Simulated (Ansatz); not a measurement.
Geometry optimisation of Li₇Al₃⁺.

```yaml
crystal:
  periodic: [false, false, false]
  atoms:
    - {symbol: Li, position_ang: [0.156360, 3.288420, 2.786500]}
    - {symbol: Li, position_ang: [1.129010, -0.507290, 2.090700]}
    - {symbol: Li, position_ang: [1.503060, 0.153010, -0.202910]}
    - {symbol: Li, position_ang: [2.633770, -2.295480, 3.198480]}
    - {symbol: Li, position_ang: [-2.516740, 1.453900, -3.822030]}
    - {symbol: Li, position_ang: [1.461500, -1.591240, -2.021820]}
    - {symbol: Li, position_ang: [-1.838560, 1.915660, -1.581590]}
    - {symbol: Al, position_ang: [-1.105910, -0.731510, -0.141180]}
    - {symbol: Al, position_ang: [-1.036690, -2.937000, -1.460900]}
    - {symbol: Al, position_ang: [-0.385810, 1.251510, 1.154770]}
basis:
  gaussian: {orbitals: def2-SVP}
total_charge: 1
magnetization: {spin_polarized: true, initial_magnetization: 1}
hamiltonian: {xc: pbe0, dispersion: d4}
scf: {lower_state_search: "off"}
output: {orbitals: {seedname: orbitals}}
relax: {f_tol: 0.02, max_steps: 100}
```

```sh
$ ansatz run in.yaml --threads 4 --pin off --events-out ev --progress --plain --max-ram 4787MiB
```

Output, abridged:

```
Functional definition: PBE0
mean field -21195.98184160 eV, -778.9379655263 hartree, gradient 2.3e-6 eV, S^2 1.801251; 0 other end points of the search recorded, 0 dependent functions left out
relax step   1: F+E_penalty+E_count = -21196.17642867 eV  Δ(F+E_penalty+E_count) = +0.000e0 eV  max|allowed force component| = 1.325e0 eV/Å  Δτ_max = 0.0000 Å  (82 SCF iters, accepted)
mean field -21196.57273639 eV, -778.9596805091 hartree, gradient 3.0e-6 eV, S^2 1.781997; 0 other end points of the search recorded, 0 dependent functions left out
relax step   2: F+E_penalty+E_count = -21196.76605802 eV  Δ(F+E_penalty+E_count) = -5.896e-1 eV  max|allowed force component| = 6.129e-1 eV/Å  Δτ_max = 0.1945 Å  (51 SCF iters, accepted)
mean field -21196.95767295 eV, -778.9738266669 hartree, gradient 2.5e-6 eV, S^2 1.828060; 0 other end points of the search recorded, 0 dependent functions left out
relax step   3: F+E_penalty+E_count = -21197.14981933 eV  Δ(F+E_penalty+E_count) = -3.838e-1 eV  max|allowed force component| = 3.069e-1 eV/Å  Δτ_max = 0.1949 Å  (50 SCF iters, accepted)
mean field -21197.14705273 eV, -778.9807862457 hartree, gradient 1.7e-6 eV, S^2 1.855097; 0 other end points of the search recorded, 0 dependent functions left out
relax step   4: F+E_penalty+E_count = -21197.34084295 eV  Δ(F+E_penalty+E_count) = -1.910e-1 eV  max|allowed force component| = 1.875e-1 eV/Å  Δτ_max = 0.1949 Å  (45 SCF iters, accepted)
mean field -21197.27921835 eV, -778.9856432425 hartree, gradient 9.8e-6 eV, S^2 1.829683; 0 other end points of the search recorded, 0 dependent functions left out
relax step   5: F+E_penalty+E_count = -21197.48642821 eV  Δ(F+E_penalty+E_count) = -1.456e-1 eV  max|allowed force component| = 4.068e-1 eV/Å  Δτ_max = 0.1953 Å  (39 SCF iters, accepted)
mean field -21197.36211507 eV, -778.9886896407 hartree, gradient 1.8e-6 eV, S^2 1.810629; 0 other end points of the search recorded, 0 dependent functions left out
relax step   6: F+E_penalty+E_count = -21197.62336922 eV  Δ(F+E_penalty+E_count) = -1.369e-1 eV  max|allowed force component| = 2.842e-1 eV/Å  Δτ_max = 0.1946 Å  (43 SCF iters, accepted)
mean field -21197.48791085 eV, -778.9933125503 hartree, gradient 2.2e-6 eV, S^2 1.680545; 0 other end points of the search recorded, 0 dependent functions left out
relax step   7: F+E_penalty+E_count = -21197.77379055 eV  Δ(F+E_penalty+E_count) = -1.504e-1 eV  max|allowed force component| = 3.976e-1 eV/Å  Δτ_max = 0.1953 Å  (45 SCF iters, accepted)
mean field -21197.62871283 eV, -778.9984869276 hartree, gradient 2.3e-6 eV, S^2 1.500347; 0 other end points of the search recorded, 0 dependent functions left out
relax step   8: F+E_penalty+E_count = -21197.95330784 eV  Δ(F+E_penalty+E_count) = -1.795e-1 eV  max|allowed force component| = 5.539e-1 eV/Å  Δτ_max = 0.1904 Å  (46 SCF iters, accepted)
mean field -21197.77039787 eV, -779.0036937567 hartree, gradient 2.7e-6 eV, S^2 1.282330; 0 other end points of the search recorded, 0 dependent functions left out
relax step   9: F+E_penalty+E_count = -21198.15529639 eV  Δ(F+E_penalty+E_count) = -2.020e-1 eV  max|allowed force component| = 4.694e-1 eV/Å  Δτ_max = 0.1950 Å  (47 SCF iters, accepted)
mean field -21197.96733191 eV, -779.0109309493 hartree, gradient 5.7e-6 eV, S^2 1.120010; 0 other end points of the search recorded, 0 dependent functions left out
relax step  10: F+E_penalty+E_count = -21198.32379878 eV  Δ(F+E_penalty+E_count) = -1.685e-1 eV  max|allowed force component| = 3.747e-1 eV/Å  Δτ_max = 0.1956 Å  (50 SCF iters, accepted)
mean field -21198.11978673 eV, -779.0165335606 hartree, gradient 2.0e-6 eV, S^2 1.077238; 0 other end points of the search recorded, 0 dependent functions left out
relax step  11: F+E_penalty+E_count = -21198.42822426 eV  Δ(F+E_penalty+E_count) = -1.044e-1 eV  max|allowed force component| = 1.445e-1 eV/Å  Δτ_max = 0.1950 Å  (52 SCF iters, accepted)
mean field -21198.27435637 eV, -779.0222138902 hartree, gradient 2.9e-6 eV, S^2 1.015885; 0 other end points of the search recorded, 0 dependent functions left out
relax step  12: F+E_penalty+E_count = -21198.55192611 eV  Δ(F+E_penalty+E_count) = -1.237e-1 eV  max|allowed force component| = 3.696e-1 eV/Å  Δτ_max = 0.1961 Å  (50 SCF iters, accepted)
mean field -21198.43991478 eV, -779.0282980495 hartree, gradient 1.6e-6 eV, S^2 0.961689; 0 other end points of the search recorded, 0 dependent functions left out
relax step  13: F+E_penalty+E_count = -21198.71298160 eV  Δ(F+E_penalty+E_count) = -1.611e-1 eV  max|allowed force component| = 2.838e-1 eV/Å  Δτ_max = 0.1918 Å  (51 SCF iters, accepted)
mean field -21198.56613538 eV, -779.0329365711 hartree, gradient 3.0e-6 eV, S^2 0.892997; 0 other end points of the search recorded, 0 dependent functions left out
relax step  14: F+E_penalty+E_count = -21198.84424841 eV  Δ(F+E_penalty+E_count) = -1.313e-1 eV  max|allowed force component| = 2.423e-1 eV/Å  Δτ_max = 0.1952 Å  (52 SCF iters, accepted)
mean field -21198.68948145 eV, -779.0374694553 hartree, gradient 8.2e-6 eV, S^2 0.776026; 0 other end points of the search recorded, 0 dependent functions left out
relax step  15: F+E_penalty+E_count = -21198.96133476 eV  Δ(F+E_penalty+E_count) = -1.171e-1 eV  max|allowed force component| = 6.727e-1 eV/Å  Δτ_max = 0.1953 Å  (63 SCF iters, accepted)
mean field -21198.72891189 eV, -779.0389184976 hartree, gradient 2.8e-6 eV, S^2 0.839547; 0 other end points of the search recorded, 0 dependent functions left out
relax step  16: F+E_penalty+E_count = -21199.01767386 eV  Δ(F+E_penalty+E_count) = -5.634e-2 eV  max|allowed force component| = 3.315e-1 eV/Å  Δτ_max = 0.1945 Å  (99 SCF iters, accepted)
mean field -21198.81625194 eV, -779.0421281851 hartree, gradient 2.8e-6 eV, S^2 0.810593; 0 other end points of the search recorded, 0 dependent functions left out
relax step  17: F+E_penalty+E_count = -21199.08171946 eV  Δ(F+E_penalty+E_count) = -6.405e-2 eV  max|allowed force component| = 4.847e-1 eV/Å  Δτ_max = 0.1960 Å  (60 SCF iters, accepted)
mean field -21198.86203942 eV, -779.0438108439 hartree, gradient 7.7e-6 eV, S^2 0.760726; 0 other end points of the search recorded, 0 dependent functions left out
relax step  18: F+E_penalty+E_count = -21199.15998542 eV  Δ(F+E_penalty+E_count) = -7.827e-2 eV  max|allowed force component| = 2.712e-1 eV/Å  Δτ_max = 0.1922 Å  (51 SCF iters, accepted)
mean field -21198.92281463 eV, -779.0460442917 hartree, gradient 3.3e-6 eV, S^2 0.761974; 0 other end points of the search recorded, 0 dependent functions left out
relax step  19: F+E_penalty+E_count = -21199.22218581 eV  Δ(F+E_penalty+E_count) = -6.220e-2 eV  max|allowed force component| = 1.420e-1 eV/Å  Δτ_max = 0.1951 Å  (44 SCF iters, accepted)
mean field -21198.97309556 eV, -779.0478920818 hartree, gradient 3.1e-6 eV, S^2 0.766287; 0 other end points of the search recorded, 0 dependent functions left out
[...]
mean field -21200.55428199 eV, -779.1059996112 hartree, gradient 3.0e-6 eV, S^2 0.799928; 0 other end points of the search recorded, 0 dependent functions left out
relax step  42: F+E_penalty+E_count = -21200.81086671 eV  Δ(F+E_penalty+E_count) = -1.102e-1 eV  max|allowed force component| = 2.688e-1 eV/Å  Δτ_max = 0.1794 Å  (45 SCF iters, accepted)
mean field -21200.61218621 eV, -779.1081275522 hartree, gradient 2.1e-6 eV, S^2 0.808404; 0 other end points of the search recorded, 0 dependent functions left out
relax step  43: F+E_penalty+E_count = -21200.86180182 eV  Δ(F+E_penalty+E_count) = -5.094e-2 eV  max|allowed force component| = 4.621e-1 eV/Å  Δτ_max = 0.1723 Å  (45 SCF iters, accepted)
mean field -21200.58933047 eV, -779.1072876193 hartree, gradient 8.5e-6 eV, S^2 0.798567; 0 other end points of the search recorded, 0 dependent functions left out
relax step  44: F+E_penalty+E_count = -21200.85082777 eV  Δ(F+E_penalty+E_count) = +1.097e-2 eV  max|allowed force component| = 2.689e-1 eV/Å  Δτ_max = 0.1945 Å  (45 SCF iters, rejected (line search))
mean field -21200.62899008 eV, -779.1087450829 hartree, gradient 2.8e-6 eV, S^2 0.803325; 0 other end points of the search recorded, 0 dependent functions left out
relax step  45: F+E_penalty+E_count = -21200.88889301 eV  Δ(F+E_penalty+E_count) = -2.709e-2 eV  max|allowed force component| = 1.505e-1 eV/Å  Δτ_max = 0.0968 Å  (46 SCF iters, accepted)
mean field -21200.67112600 eV, -779.1102935496 hartree, gradient 2.4e-6 eV, S^2 0.768382; 0 other end points of the search recorded, 0 dependent functions left out
relax step  46: F+E_penalty+E_count = -21200.95218974 eV  Δ(F+E_penalty+E_count) = -6.330e-2 eV  max|allowed force component| = 4.745e-1 eV/Å  Δτ_max = 0.0959 Å  (51 SCF iters, accepted)
mean field -21200.68492112 eV, -779.1108005107 hartree, gradient 2.9e-6 eV, S^2 0.763764; 0 other end points of the search recorded, 0 dependent functions left out
relax step  47: F+E_penalty+E_count = -21200.97085724 eV  Δ(F+E_penalty+E_count) = -1.867e-2 eV  max|allowed force component| = 2.484e-1 eV/Å  Δτ_max = 0.1460 Å  (45 SCF iters, accepted)
mean field -21200.72628335 eV, -779.1123205446 hartree, gradient 6.2e-6 eV, S^2 0.763158; 0 other end points of the search recorded, 0 dependent functions left out
relax step  48: F+E_penalty+E_count = -21201.01276455 eV  Δ(F+E_penalty+E_count) = -4.191e-2 eV  max|allowed force component| = 1.279e-1 eV/Å  Δτ_max = 0.1972 Å  (37 SCF iters, accepted)
mean field -21200.73324385 eV, -779.1125763385 hartree, gradient 2.0e-6 eV, S^2 0.763134; 0 other end points of the search recorded, 0 dependent functions left out
relax step  49: F+E_penalty+E_count = -21201.02073534 eV  Δ(F+E_penalty+E_count) = -7.971e-3 eV  max|allowed force component| = 1.129e-1 eV/Å  Δτ_max = 0.1238 Å  (38 SCF iters, accepted)
mean field -21200.73768245 eV, -779.1127394541 hartree, gradient 7.8e-6 eV, S^2 0.763023; 0 other end points of the search recorded, 0 dependent functions left out
relax step  50: F+E_penalty+E_count = -21201.02498693 eV  Δ(F+E_penalty+E_count) = -4.252e-3 eV  max|allowed force component| = 5.252e-2 eV/Å  Δτ_max = 0.0792 Å  (32 SCF iters, accepted)
mean field -21200.74037746 eV, -779.1128384935 hartree, gradient 8.8e-6 eV, S^2 0.763223; 0 other end points of the search recorded, 0 dependent functions left out
relax step  51: F+E_penalty+E_count = -21201.02764820 eV  Δ(F+E_penalty+E_count) = -2.661e-3 eV  max|allowed force component| = 1.671e-2 eV/Å  Δτ_max = 0.0712 Å  (29 SCF iters, accepted)
mean field -21200.74141656 eV, -779.1128766799 hartree, gradient 3.1e-6 eV, S^2 0.763422; 0 other end points of the search recorded, 0 dependent functions left out
relax step  52: F+E_penalty+E_count = -21201.02884650 eV  Δ(F+E_penalty+E_count) = -1.198e-3 eV  max|allowed force component| = 1.500e-2 eV/Å  Δτ_max = 0.0331 Å  (34 SCF iters, accepted)
mean field -21200.74284111 eV, -779.1129290313 hartree, gradient 2.5e-6 eV, S^2 0.764109; 0 other end points of the search recorded, 0 dependent functions left out
relax step  53: F+E_penalty+E_count = -21201.03023493 eV  Δ(F+E_penalty+E_count) = -1.388e-3 eV  max|allowed force component| = 1.997e-2 eV/Å  Δτ_max = 0.0638 Å  (37 SCF iters, accepted)
mean field -21200.74340699 eV, -779.1129498270 hartree, gradient 2.7e-6 eV, S^2 0.765874; 0 other end points of the search recorded, 0 dependent functions left out
relax step  54: F+E_penalty+E_count = -21201.03022135 eV  Δ(F+E_penalty+E_count) = +1.358e-5 eV  max|allowed force component| = 1.996e-2 eV/Å  Δτ_max = 0.1583 Å  (34 SCF iters, accepted)
Total energy: -21201.03028357 eV, -779.1234923468 hartree
Atom 0 at     0.285402     1.807833     2.703092 Å, force     0.007822     0.000019     0.009576 eV/Å
Atom 1 at    -1.823454    -1.053423     1.950258 Å, force     0.004372    -0.011648     0.006809 eV/Å
Atom 2 at     2.489653     1.299658    -0.511554 Å, force     0.000197     0.014966    -0.003711 eV/Å
Atom 3 at     2.129240    -0.885981     2.335402 Å, force    -0.002537    -0.006879    -0.003008 eV/Å
Atom 4 at    -1.593136    -0.625138    -3.410333 Å, force    -0.005728    -0.000980     0.005841 eV/Å
Atom 5 at     1.157305    -1.894398    -0.976514 Å, force    -0.004926    -0.006857     0.007117 eV/Å
Atom 6 at    -1.705397     1.695427    -0.171185 Å, force    -0.015254     0.007807    -0.019964 eV/Å
Atom 7 at     0.343226     0.433860    -1.923315 Å, force     0.013951    -0.007347     0.010359 eV/Å
Atom 8 at    -1.639539    -0.899225    -0.748465 Å, force     0.010079     0.015244    -0.001830 eV/Å
Atom 9 at     0.356690     0.121369     0.752634 Å, force    -0.007976    -0.004325    -0.011189 eV/Å
Dipole moment:     0.695956     0.230950     1.407505 e Å
Checks for a lower state left out: stability, starts, cluster_reference, orbital_swaps, neighbouring_geometries, increment
```

Run time 4.3 min (4 threads of Arm Neoverse V1 on a shared host).

The structure comes from a short search, and lower isomers may exist.
